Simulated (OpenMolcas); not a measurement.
## Mn2+: effect of the IPEA shift

```yaml
Program: OpenMolcas 26.06
Basis: ANO-RCC-VTZP [6s5p3d2f1g]
Scalar_Hamiltonian: DKH2, point nucleus
Active_space: 5 electrons in 10 orbitals (3d 4d)
State_averaging: 2S+1 = 6 even, 1 root; 2S+1 = 4 even, 24 roots; 2S+1 = 2 even, 58 roots
Spin-orbit_coupling: state interaction with AMFI integrals over the reference wave functions, term energies averaged over their components
```

Methods on the same reference wave functions:
A. CASSCF
B. MS-CASPT2, IPEA 0 Eh, imaginary shift 0.1 Eh (closed shells correlated: 3s 3p)
C. MS-CASPT2, IPEA 0.25 Eh, imaginary shift 0.1 Eh (closed shells correlated: 3s 3p)

Energies in cm⁻¹ above 3d⁵ ⁶S_5/2, the measured ground level; measured values from Corliss and Sugar, J. Phys. Chem. Ref. Data 6, 1253 (1977).

```json
{"Level": "3d⁵ ⁶S_5/2", "A": "0.0", "B": "0.0", "C": "0.0", "Measured": "0.0"}
{"Level": "3d⁵ ⁴G_5/2", "A": "30773", "B": "28120", "C": "28240", "Measured": ""}
{"Level": "3d⁵ ⁴G_7/2", "A": "30798", "B": "28140", "C": "28270", "Measured": ""}
{"Level": "3d⁵ ⁴G_9/2", "A": "30821", "B": "28170", "C": "28300", "Measured": ""}
{"Level": "3d⁵ ⁴G_11/2", "A": "30834", "B": "28180", "C": "28310", "Measured": ""}
{"Level": "3d⁵ ⁴P_5/2", "A": "35149", "B": "30770", "C": "31030", "Measured": "29168"}
{"Level": "3d⁵ ⁴P_3/2", "A": "35174", "B": "30800", "C": "31060", "Measured": ""}
{"Level": "3d⁵ ⁴P_1/2", "A": "35208", "B": "30840", "C": "31100", "Measured": ""}
{"Level": "3d⁵ ⁴D_7/2", "A": "38310", "B": "33660", "C": "33900", "Measured": "32307"}
{"Level": "3d⁵ ⁴D_1/2", "A": "38316", "B": "33670", "C": "33910", "Measured": "32369"}
{"Level": "3d⁵ ⁴D_3/2", "A": "38353", "B": "33710", "C": "33950", "Measured": ""}
{"Level": "3d⁵ ⁴D_5/2", "A": "38372", "B": "33730", "C": "33970", "Measured": "32384"}
{"Level": "3d⁵ ²I_11/2", "A": "43901", "B": "41170", "C": "41350", "Measured": "39174"}
{"Level": "3d⁵ ²I_13/2", "A": "43954", "B": "41230", "C": "41410", "Measured": "39176"}
{"Level": "3d⁵ ²D_5/2(1) [69 %]", "A": "49311", "B": "43340", "C": "43850", "Measured": "41238"}
{"Level": "3d⁵ ²D_3/2(1)", "A": "49709", "B": "43640", "C": "44160", "Measured": "41570"}
{"Level": "3d⁵ ²F_7/2(1)", "A": "50555", "B": "44870", "C": "45320", "Measured": "42606"}
{"Level": "3d⁵ ⁴F_7/2", "A": "51054", "B": "45600", "C": "45850", "Measured": "43602"}
{"Level": "3d⁵ ⁴F_9/2", "A": "51063", "B": "45610", "C": "45850", "Measured": "43573"}
{"Level": "3d⁵ ⁴F_3/2", "A": "51138", "B": "45650", "C": "45900", "Measured": "43675"}
{"Level": "3d⁵ ²H_9/2", "A": "53534", "B": "48920", "C": "49280", "Measured": "46516"}
{"Level": "3d⁵ ²H_11/2", "A": "53675", "B": "49150", "C": "49500", "Measured": "46671"}
{"Level": "3d⁵ ²G_7/2", "A": "55735", "B": "49930", "C": "50350", "Measured": "47842"}
{"Level": "3d⁵ ²G_9/2", "A": "55862", "B": "50140", "C": "50550", "Measured": "48005"}
```

Deviations, from unrounded energies. A percentage is the sum of absolute deviations over the sum of measured energies, with the sign that they share, or ± where signs differ.

```
                        Against measurement  Levels      A     B     C
             mean absolute deviation (cm-1)      16   6900  1900  2300
other terms of the ground configuration (%)      16  +16.9  +4.8  +5.6
```

B lies closest to measurement on these levels and A furthest from it. The largest miss of B in the table is 3d⁵ ²H_11/2, by +2500 cm-1. The ranking rests on the paired levels alone, and a cruder setting can come out closer through cancelling errors.

Between B and C the level of the table that moves most is 3d⁵ ²D_3/2(1), by 510 cm-1 (lowest in B, highest in C). Moves below CASPT2's spread within the term are not significant.

The mean deviations of B to C differ by less than CASPT2's widest spread within a term (580 cm-1), so their order carries little weight.

From A to B the spin-free energies of the other terms of 3d⁵ shown, above ⁶S, scale by factors of 0.88 to 0.94, as is usual when dynamic correlation screens the repulsion within a d or f shell.

The lowest spin-free term lies below A's lowest term by 0.375 hartree in B, 0.368 hartree in C.

Term energies are means over components that CASPT2 splits; among the terms shown or strongly mixed into the levels shown the widest spread is 580 cm-1 (3d⁵ ²I, C). Active for correlation alone: 4d; no level in the range computed is led by a configuration that fills it, so any true level of that kind is missing. Without dynamic correlation excited terms often stand tens of per cent too high (terms of higher spin than the ground term too low), and those without a measured partner can miss by more than the paired ones (holds for A). Some levels mix across a computed gap that differs much from the measured one, so their mixing is not that of the real levels (holds for A). Computed and measured levels are paired by configuration, term and J; levels that our copy of the source lacks, or whose pairing is in doubt (as where it misses far off the trend of its configuration), stay unpaired and out of the deviations. Levels of configurations outside the active space are missing. Levels that lie high or do not pair safely by name in every column are left out.

A share in square brackets marks a mixed level and gives the weight of the term that names it, the lowest over the columns. A number in round brackets counts repeated terms of one configuration in the order of the reference energies.
